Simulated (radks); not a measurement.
The numbers below are computed, except where a source is named.
Initial-state core-level shifts of the terbium ion Tb+ when its valence configuration changes from [Xe] 4f9 6s1. Code: a radial shooting solver on a logarithmic mesh with Libxc functionals. Model: scalar-relativistic Kohn-Sham, PBE, spin-polarised, spherical densities, finite nucleus; open shells are filled with parallel spins first (spin-orbit coupling, left out, can overturn this in heavy ions); Fermi nuclear charge, rms radius 5.06 fm. Shifts are changes of the shell-averaged eigenvalues in eV (positive: less bound); the change of the density at the nucleus, which sets a Mossbauer isomer shift, is in e/bohr^3, on a base of 7.203e+05.

valence               2s       3p       4s      5p  density at nucleus
4f9 5d1           +1.688   +1.632   +1.661  +1.735              -35.52
4f10              +5.741   +6.174   +6.087  +3.608              -51.50
4f9 6p1           -1.296   -1.277   -1.290  -1.330              -34.15
4f8 6p2          -11.535  -12.239  -11.917  -7.500               -2.79
4f8 5d1 6s1       -6.675   -7.464   -7.114  -2.867              +31.60
4f8 6s2           -9.178   -9.891   -9.565  -5.248              +76.24
4f8 6s1 6p1      -10.295  -11.009  -10.681  -6.292              +38.21
4f7 5d2 6s1      -14.380  -16.185  -15.205  -5.659              +68.99
4f9 6s0.5 6p0.5   -0.652   -0.643   -0.649  -0.670              -17.02
